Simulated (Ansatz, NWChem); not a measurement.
## Exact exchange and the electronic atomisation energy of CBrClF2

CBrClF2: 5 atoms, total charge 0, spin state singlet. As SMILES, `FC(F)(Cl)Br`. Geometry: relaxed at PBE0-D4/def2-TZVP.

The electronic atomisation energy y, in eV, basis cc-pVDZ; a is the functional's share of exact exchange. Programs: Ansatz 0.2.0, NWChem 7.3.0.

```
functional  program     a  y (eV)
       PBE   Ansatz     0   17.38
      TPSS   NWChem     0   16.28
     B3LYP   Ansatz   0.2   15.72
      PBE0   Ansatz  0.25   16.26
   r2SCAN0   Ansatz  0.25       ?
     BHLYP   Ansatz   0.5   14.38
```

Question: Fit y = c + s·a to the known rows and predict r2SCAN0.

Answer: 
1. Means of the 5 rows: a = 0.1900, y = 16.004.
2. Σ(Δa)² = 0.172, Σ(Δa·Δy) = -0.8048, so the slope is -0.8048/0.172 = -4.6791.
3. Intercept: 16.004 − (-4.6791) × 0.1900 = 16.893. The largest residual of the fit is 0.61.
4. r2SCAN0: 16.893 + (-4.6791) × 0.25 = 15.72 eV.

The run gave 15.53 eV, so the prediction is off by +0.19 eV, within the scatter of the fit. The rows mix families of semi-local functionals, which the line can't see. Spin-orbit coupling is left out.
